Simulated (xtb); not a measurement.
xtb was given this input:
```
$ xtb mol.xyz --gfn 2 --chrg 1 --opt vtight --json

# file mol.xyz
7

B      0.87671610     0.11136132    -0.02799599
N     -0.65600512    -0.14322952     0.00491266
H      1.58252914    -0.87838043    -0.09001803
H      1.31071820     1.10409709    -0.02664263
H     -1.06794255     0.23526450     0.89848678
H     -0.94759956    -1.08019404    -0.17647966
H     -1.09158137     0.54784261    -0.79750103
```

Q: What does this run give for the total energy at the end of the optimisation, HOMO-LUMO gap?

A: 
The total energy at the end of the optimisation is -170.2389 eV and the HOMO-LUMO gap is 4.04 eV.
